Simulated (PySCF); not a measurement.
PySCF input file for Zn(Me) (CH3Zn), SMILES [CH3][Zn] (connectivity only; charge and spin as stated), neutral, multiplicity 2, PBE-D3(BJ)/def2-TZVP. Coordinates come from a PBE-D3(BJ)/def2-TZVP optimisation. The multiplicity is an assumed one; other spin states were not compared. The isomer is the one that the SMILES or the coordinates give; other isomers of the formula were not compared.

```python
import numpy as np
from pyscf import gto, scf, dft
from pyscf.hessian import thermo

mol = gto.M(
    atom='''
    Zn   -0.00000000    0.00000000   -0.49731130
    C     0.00000000   -0.00000000    1.54395107
    H     0.90343103    0.52159615    1.88521086
    H    -0.00000000   -1.04319229    1.88521086
    H    -0.90343102    0.52159614    1.88521087
    ''',
    basis='def2-TZVP',
    charge=0,
    spin=1,
    max_memory=1600,
    verbose=3,
)
mf = dft.UKS(mol, xc='pbe').density_fit(auxbasis='def2-universal-jkfit')
mf.disp = 'd3bj'
mf.grids.level = 3
mf.conv_tol = 1e-11
mf.max_cycle = 100
mf.kernel()
fine, coarse = mf.grids, dft.Grids(mol).set(level=1).build(with_non0tab=True)
for _ in range(3):  # follow internal instabilities
    mf.grids = coarse
    mo, _, stable, _ = mf.stability(return_status=True, nroots=4)
    mf.grids = fine
    if stable:
        break
    mf.kernel(mf.make_rdm1(mo, mf.mo_occ))

# [left out here: the lines that compute and print the analytic Hessian (its translational invariance restored by hand, since the grid's response is missing), thermochemistry and intensities]
```

Output:

```

WARN: HOMO -0.140826497043665 >= LUMO -0.140826497043655

converged SCF energy = -1818.95076216039  <S^2> = 0.75342325  2S+1 = 2.0034203
<class 'pyscf.df.df_jk.DFUKS'> wavefunction is stable in the internal stability analysis

WARN: DFTD3 does not support analytical Hessian, using finite difference


WARN: Mole.unit (angstrom) is changed to Bohr

Mode                                 0                   1                   2
Irrep
Freq [cm^-1]                      411.9297            583.9505            583.9674
Reduced mass [au]                   5.3326              1.1364              1.1364
Force const [Dyne/A]                0.5331              0.2283              0.2283
Char temp [K]                     592.6752            840.1748            840.1991
Normal mode                   x     y     z       x     y     z       x     y     z
       0  Zn                 0.00 -0.00 -0.05   -0.01 -0.01  0.00   -0.01  0.01 -0.00
       1   C                -0.00  0.00  0.24    0.08  0.06 -0.00    0.06 -0.08  0.00
       2   H                 0.01  0.00  0.21   -0.11 -0.11  0.71   -0.13  0.16  0.13
       3   H                 0.00 -0.01  0.21   -0.16 -0.10 -0.46   -0.13  0.11  0.55
       4   H                -0.01  0.00  0.21   -0.14 -0.14 -0.24   -0.09  0.13 -0.68
Mode                                 3                   4                   5
Irrep
Freq [cm^-1]                     1047.0494           1385.5424           1385.5597
Reduced mass [au]                   1.1661              1.0674              1.0674
Force const [Dyne/A]                0.7532              1.2073              1.2074
Char temp [K]                    1506.4710           1993.4871           1993.5120
Normal mode                   x     y     z       x     y     z       x     y     z
       0  Zn                -0.00  0.00  0.00   -0.00  0.00 -0.00   -0.00 -0.00  0.00
       1   C                 0.00  0.00  0.11   -0.00  0.07 -0.00   -0.07 -0.00  0.00
       2   H                 0.15  0.09 -0.50    0.38 -0.52 -0.13    0.08 -0.36  0.23
       3   H                -0.00 -0.17 -0.50    0.01  0.13  0.26    0.73 -0.00 -0.00
       4   H                -0.15  0.09 -0.50   -0.37 -0.51 -0.14    0.09  0.38 -0.22
Mode                                 6                   7                   8
Irrep
Freq [cm^-1]                     2976.3251           3086.1626           3086.1720
Reduced mass [au]                   1.0252              1.1044              1.1044
Force const [Dyne/A]                5.3510              6.1974              6.1975
Char temp [K]                    4282.2692           4440.3008           4440.3143
Normal mode                   x     y     z       x     y     z       x     y     z
       0  Zn                -0.00  0.00 -0.00   -0.00 -0.00 -0.00    0.00 -0.00  0.00
       1   C                 0.00 -0.00 -0.04   -0.03 -0.08  0.00    0.08 -0.03  0.00
       2   H                 0.47  0.27  0.16    0.50  0.27  0.19   -0.39 -0.25 -0.15
       3   H                -0.00 -0.55  0.16   -0.01  0.69 -0.23    0.02  0.26 -0.09
       4   H                -0.47  0.27  0.16   -0.11  0.04  0.04   -0.63  0.37  0.24
temperature 298.1500 [K]
pressure 101325.00 [Pa]
Rotational constants [GHz] 153.57010 8.96955 8.96955
Symmetry number 3
Zero-point energy (ZPE) 0.03314 [Eh]   87008.342 [J/mol]
                           tot       elec      trans        rot        vib
Entropy [J/mol/K]       255.416      5.763    163.462     77.859      8.333
Cv [J/mol/K]             42.214      0.000     12.472     12.472     17.270
Cp [J/mol/K]             50.528      0.000     20.786     12.472     17.270
Internal energy [J/mol]                      3718.434   3718.434  88800.050
Internal energy [Eh]   -1818.91411  -1818.95076
Enthalpy [J/mol]                             6197.391   3718.434  88800.050
Enthalpy [Eh]          -1818.91316
Gibbs free energy [J/mol]                  -42538.694 -19495.257  86315.704
Gibbs free energy [Eh] -1818.94217
mode   freq/cm-1   IR/(km/mol)
   1      411.93         7.876
   2      583.95         0.798
   3      583.97         0.798
   4     1047.05         4.213
   5     1385.54         4.052
   6     1385.56         4.054
   7     2976.33         8.980
   8     3086.16         6.337
   9     3086.17         6.332
max |gradient| / (hartree/bohr): 4.8016368718465776e-05
APT charges: [ 0.0959 -0.0257 -0.0235 -0.0234 -0.0234]
```

Self-consistency was reached.
